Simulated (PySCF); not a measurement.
CH4AlFOS, SMILES [Al]([F])([OH])[S]C.

Geometry optimised at PBE-D3(BJ)/def2-SVP. Other conformers were not sampled.

Two levels are set side by side: TDDFT-PBE/def2-SVPD (PySCF) and TDDFT-M06-2X/def2-SVPD (PySCF). Vertical, same geometry. The lowest singlet is HOMO→LUMO 100 % with PBE and HOMO→LUMO 86 % with the other functional; states are paired by order. Differences are taken from unrounded values.

| quantity | TDDFT-PBE |
|---|---|
| lowest singlet excitation (eV) | 4.43 |
| lowest triplet excitation (TDA) (eV) | 4.18 |
| first bright state (f over 0.05) (eV) | 6.14 |
| its oscillator strength | 0.18 |

Task: These are the TDDFT-PBE values. What does TDDFT-M06-2X give? (Estimate from the structure and the level; the computed values follow.)

Result: 
| quantity | TDDFT-M06-2X | TDDFT-PBE minus TDDFT-M06-2X |
|---|---|---|
| lowest singlet excitation (eV) | 5.24 | -0.82 |
| lowest triplet excitation (TDA) (eV) | 4.97 | -0.79 |
| first bright state (f over 0.05) (eV) | 7.00 | -0.86 |
| its oscillator strength | 0.23 | -0.06 |

Functionals without exact exchange tend to place singlet excitations lower, as here. Differences between two approximate levels are no errors against the true value.

Rough cost on one machine, each run with all the roots and properties that it gave: TDDFT-M06-2X against TDDFT-PBE about 10 times.
